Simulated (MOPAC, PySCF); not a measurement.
C₃H₉B, SMILES `B(C)(C)C`, neutral singlet in the gas phase. 

Cartesian coordinates (Å):
SMILES: CB(C)C
```xyz
13

C      0.0883     1.5432     0.3082
B      0.0033     0.0103    -0.0213
C     -1.3946    -0.7037    -0.0707
C      1.3103    -0.8268    -0.2663
H     -0.8523     2.0860     0.1945
H      0.3696     1.6239     1.3684
H      0.8746     2.0636    -0.2442
H     -2.1216    -0.2865     0.6310
H     -1.8075    -0.5101    -1.0717
H     -1.3596    -1.7885     0.0478
H      2.2069    -0.2393    -0.4712
H      1.1842    -1.5728    -1.0567
H      1.5039    -1.4080     0.6463
```
Charge 0, spin multiplicity 1.

All levels are single points at this geometry (B3LYP-D3(BJ)/def2-TZVP); Pople sets use spherical d functions. Orbital energies aren't observables, and empty levels follow the basis.

```json
[
 {"level": "PBE-D3(BJ)/def2-TZVP in PySCF", "HOMO (eV)": "-7.10", "LUMO (eV)": "-1.16", "gap (eV)": "5.95", "dipole (D)": "0.07", "vertical IE, Delta-SCF (eV)": "–"},
 {"level": "ωB97X-D3(BJ)/def2-TZVP in PySCF", "HOMO (eV)": "-11.02", "LUMO (eV)": "2.08", "gap (eV)": "13.10", "dipole (D)": "0.06", "vertical IE, Delta-SCF (eV)": "10.91"},
 {"level": "B3LYP/6-311+G** in PySCF", "HOMO (eV)": "-8.32", "LUMO (eV)": "-0.37", "gap (eV)": "7.95", "dipole (D)": "0.06", "vertical IE, Delta-SCF (eV)": "–"},
 {"level": "PBE/6-31G* in PySCF", "HOMO (eV)": "-6.78", "LUMO (eV)": "-0.81", "gap (eV)": "5.97", "dipole (D)": "0.09", "vertical IE, Delta-SCF (eV)": "–"},
 {"level": "HF/3-21G in PySCF", "HOMO (eV)": "-11.81", "LUMO (eV)": "4.04", "gap (eV)": "15.85", "dipole (D)": "0.08", "vertical IE, Delta-SCF (eV)": "–"},
 {"level": "HF/6-31G* in PySCF", "HOMO (eV)": "-11.84", "LUMO (eV)": "4.10", "gap (eV)": "15.94", "dipole (D)": "0.05", "vertical IE, Delta-SCF (eV)": "10.29"},
 {"level": "HF/STO-3G in PySCF", "HOMO (eV)": "-10.70", "LUMO (eV)": "7.52", "gap (eV)": "18.22", "dipole (D)": "0.07", "vertical IE, Delta-SCF (eV)": "–"},
 {"level": "AM1 in MOPAC", "HOMO (eV)": "-11.04", "LUMO (eV)": "1.75", "gap (eV)": "12.79", "dipole (D)": "0.11", "vertical IE, Delta-SCF (eV)": "–"},
 {"level": "PM7 in MOPAC", "HOMO (eV)": "-10.81", "LUMO (eV)": "-0.09", "gap (eV)": "10.72", "dipole (D)": "0.18", "vertical IE, Delta-SCF (eV)": "–"}
]
```
